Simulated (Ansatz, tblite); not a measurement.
Cost and result up the ladder for [GaBrH3]- (GaH3Br⁻) (5 atoms). Charge -1, multiplicity 1. Geometry: r2SCAN-D4/def2-TZVPD.

```xyz
5

Ga    0.0776   -0.0277   -0.2397
Br   -0.6823    0.2436    2.1073
H    -0.9416    0.8476   -1.0990
H    -0.0251   -1.5944   -0.5199
H     1.5714    0.5308   -0.2487
```

Ansatz on 4 threads of Arm Neoverse V1 on a shared host; xTB runs through tblite on one thread. Times are rough, summed over both states, and most runs start from the orbitals of an earlier one. CCSD(T)/def2-TZVPPD serves as the yardstick here, not as an exact answer. The other state is a doublet.

The xTB rows come from tblite. Correlated methods freeze 18 core orbitals; core or outer-core shells of Ga, Br are correlated, in sets that lack core-valence functions. In CCSD on the charge 0 doublet the largest single amplitude is 0.30, so its Hartree–Fock determinant may place the open shell otherwise than the density functionals do. HOMO above LUMO, or a gap near zero within one spin, warns that the state may not be the lowest or that an electron is smeared out.

Run but left out: PBE-D4/def2-TZVPD (neutral doublet: an occupied level 0.14 eV above an empty one).

Correlated methods converge slowly with the basis.

Raw xTB energies of ions are shifted by several eV.

```
               level  functions  wall time
            GFN2-xTB         21    0.006 s
  PBE0-D4/def2-TZVPD        138        8 s
r2SCAN-D4/def2-TZVPD        138       12 s
 CCSD(T)/def2-TZVPPD        162       53 s
```

Task: Estimate what each level gives for the vertical IE (eV).

Result: 
| level | vertical IE (eV) | difference from CCSD(T)/def2-TZVPPD (eV) | remarks |
| --- | --- | --- | --- |
| GFN2-xTB | 9.54 | 4.64 | – |
| PBE0-D4/def2-TZVPD | 4.59 | -0.32 | – |
| r2SCAN-D4/def2-TZVPD | 4.43 | -0.47 | gap within one spin near zero (doublet) |
| CCSD(T)/def2-TZVPPD | 4.90 | 0.00 | – |
